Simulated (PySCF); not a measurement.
# Electronic absorption of (Br2Al-mu-SH)2

(Br2Al-mu-SH)2.
Z-matrix (Å and degrees, PBE0-D3(BJ)/def2-SVP geometry), rows numbered from 1:
```
Al
Br  1  2.2563
Br  1  2.2415  2  123.71
S   1  2.3538  2  108.86  3  -127.81
Al  4  2.3554  1   83.73  2  -114.68
Br  5  2.2442  4  108.87  1  -110.85
Br  5  2.2563  4  107.41  1   112.09
S   1  2.3545  2  109.44  3   128.10
H   4  1.3546  1   95.25  2   -21.02
H   8  1.3551  1   95.09  2    20.17
```

Method: TDDFT CAM-B3LYP/def2-SVPD, vertical, gas phase, core orbitals frozen in the response in PySCF. Relativistic effects, spin–orbit coupling among them, are left out although an element past zinc is present.

```csv
state,E (eV),λ (nm),f,|μ| (D),"main configurations (H = HOMO, L = LUMO)"
S1,6.71,184.9,0.0000,0.03,H→L+1 (76%)
S2,6.81,182.1,0.0005,0.13,"H-1→L (33%), H-2→L+2 (20%), H-4→L+1 (18%)"
S3,6.82,181.9,0.0026,0.32,"H-6→L+1 (31%), H-3→L+1 (21%), H→L (12%)"
S4,6.84,181.4,0.0019,0.27,"H→L (55%), H-6→L+1 (8%)"
S5,6.85,181.0,0.047,1.34,"H-2→L (30%), H-2→L+1 (22%), H-1→L+2 (22%)"
S6,6.95,178.4,0.0012,0.21,"H-3→L (35%), H-6→L+1 (16%), H-5→L+2 (10%)"
S7,6.97,177.8,0.0001,0.05,"H-5→L+1 (30%), H-5→L (22%), H-3→L+2 (19%)"
S8,7.04,176.2,0.101,1.94,"H-4→L+1 (56%), H-1→L (15%)"
S9,7.10,174.7,0.099,1.92,"H→L+2 (42%), H-6→L (21%), H-3→L+1 (10%)"
S10,7.11,174.4,0.062,1.52,"H-1→L+1 (42%), H-4→L (10%)"
S11,7.11,174.3,0.027,1.00,"H-2→L+1 (18%), H-2→L (17%), H-7→L+1 (14%)"
S12,7.23,171.6,0.097,1.88,"H-4→L (44%), H-1→L+1 (15%)"
S13,7.23,171.5,0.038,1.18,"H-3→L+1 (34%), H-3→L (20%), H-6→L+1 (14%)"
S14,7.28,170.2,0.0011,0.20,"H-2→L+1 (24%), H-7→L (20%), H-2→L (16%)"
```

Triplets, Tamm–Dancoff:

```csv
state,E (eV),λ (nm),"main configurations (H = HOMO, L = LUMO)"
T1,6.40,193.8,"H→L+1 (59%), H-6→L+2 (8%)"
T2,6.42,193.2,"H-6→L+1 (42%), H-3→L+1 (14%), H-8→L+1 (13%)"
T3,6.47,191.5,"H-1→L (22%), H-2→L+2 (22%), H-1→L+1 (16%)"
T4,6.49,191.0,"H-2→L+1 (28%), H-1→L+2 (20%), H-2→L (20%)"
```

The lowest singlet lies at 6.71 eV (185 nm, vacuum ultraviolet) and is dark (f under 0.0005); its leading configuration is HOMO→LUMO+1 (76%). The largest oscillator strength of a single state is 0.101. S2/S3, S10/S11 and S12/S13 lie within about 0.01 eV of each other in each set. Löwdin shares by element: HOMO bromine 76% (atoms not listed hold the other 24%); LUMO aluminium 39%, sulfur 22% (atoms not listed hold the other 40%). Of the 14 states listed, 7 reach f = 0.01 and 3 stay under 0.0005. Orbital energies (eV): HOMO-3 -10.13, HOMO-2 -10.06, HOMO-1 -10.00, HOMO -9.92, LUMO -0.39, LUMO+1 -0.25, LUMO+2 0.17. Weighted by f, the mean energy of these states is 7.10 eV. The vertical ionisation energy (ΔSCF) is 10.58 eV, 3.30 eV above S14. Orbitals of the list HOMO-3 to LUMO+2 that lie within 0.01 eV of each other are written together with a slash and their weights summed (≥ marks a lower bound); for degenerate orbitals outside that list single weights are arbitrary. Only the lowest 15 singlets were computed, as vertical energies without vibronic structure. The highest level found (7.32 eV, f 0.0004 so far) is left out, since the window may have cut off a degenerate partner.

One conformer stands for the species.
